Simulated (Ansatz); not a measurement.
Ideal-gas functions of AlCl2H2N (`[NH2][Al]([Cl])[Cl]`) at 800 K and 1 bar, from an Ansatz frequency run at PBE0-D4/def2-TZVP.

Molar mass 113.91 g/mol, point group C2v (symmetry number 2), electronic degeneracy 1, moments of inertia 113.013, 231.635, 344.648 u Å². Harmonic wavenumbers (cm⁻¹, unscaled): 149, 170, 222, 376, 391, 434, 579, 709, 874, 1560, 3617, 3711.

Use S(trans) = R[1.5 ln M + 2.5 ln T − 1.1517]; rotational temperatures θ = 24.2544 K / I; S(rot) = R[ln(√π/σ · √(T³/θAθBθC)) + 1.5]; for each mode x = 1.438777 ν̃/T, S = R[x/(eˣ − 1) − ln(1 − e⁻ˣ)] and H = RT x/(eˣ − 1); 1 cm⁻¹ = 0.0119627 kJ/mol; R = 8.31446 J/(mol·K).

**Question.** By hand: the entropy, in J/(mol·K).

**Answer.** Translation 188.4. Rotation: θ = 0.2146, 0.1047, 0.0704 K, giving 121.6. Vibration, mode by mode: 19.29, 18.20, 16.00, 11.72, 11.41, 10.58, 8.34, 6.84, 5.36, 2.02, 0.09, 0.08, in all 109.9. Electronic 0.0. Sum 419.9 J/(mol·K).

**Question.** By hand: H − E and G − E in kJ/mol, counted from the electronic energy.

**Answer.** Zero-point energy ½ × 12792 × 0.0119627 = 76.5; thermal vibration 41.7; translation, rotation and pV give 4 RT = 26.6. H − E = 144.8 kJ/mol, and G − E = 144.8 − 800 × 419.9/1000 = -191.1 kJ/mol.

Vibration gives 26 % of the entropy, 19.3 J/(mol·K) of it from the mode under 150 cm⁻¹: soft modes count most, and the harmonic formula is weakest for them. The sum counts one conformer and one mirror image; others add a mixing term.
